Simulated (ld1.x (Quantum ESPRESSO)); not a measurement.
**What one change does to a pseudopotential (In (Z = 49), TM)**

ld1.x (Quantum ESPRESSO) 7.5 input, shortened:

```
&input
   title='In', zed=49., rel=1, dft='PBE', iswitch=3,
   config='[Kr] 4d10 5s2 5p0 5d-2'
 /
 &inputp
   pseudotype=2, tm=.true., lloc=-1, rcloc=1.20,
   nlcc=.true., new_core_ps=.true., rcore=1.10
 /
3
5S  1  0   2.00   0.00  1.85  1.85  0.0
5P  2  1   0.00   0.00  2.05  2.05  0.0
5D  3  2  -2.00   0.25  1.55  1.55  0.0
 &test
   configts(1)='5s2 5p0'
 /
```

Change: reference 5s2 5p1.

Cutoffs: the cutoffs (Ry, on a coarse ladder) from which the occupation-weighted sum of valence levels, in a spherical-Bessel basis at the reference potential, stays within 10 and 1 mRy of its value at 400 Ry; they do not see the model core or the augmentation charge, which bear on the density cutoff. Errors are all-electron minus pseudo energies relative to the spin-unpolarised reference configuration.

What does the change do?

The potential gets harder (18 Ry and 40 Ry → 21 Ry and 45 Ry); both files keep a bound ghost (d, p, s).

```tsv
quantity	base	changed
cutoff, loose	18 Ry	21 Ry
cutoff, tight	40 Ry	45 Ry
bound ghosts	s, p, d	s, p, d
largest error over its own tests, meV	-119	-212
s: phases at 2.26 bohr within 0.05 rad from the reference energy up to (Ry; the scan ends near 5)	1.6	2.0
p: phases at 2.26 bohr within 0.05 rad from the reference energy up to (Ry; the scan ends near 5)	3.7	4.1
d: phases at 2.26 bohr within 0.05 rad from the reference energy up to (Ry; the scan ends near 5)	0.8	1.0
```

 A true bound ghost makes a file unfit for plane-wave use even where its test errors are small: the radial tests pick states by their node count and pass the ghost by.
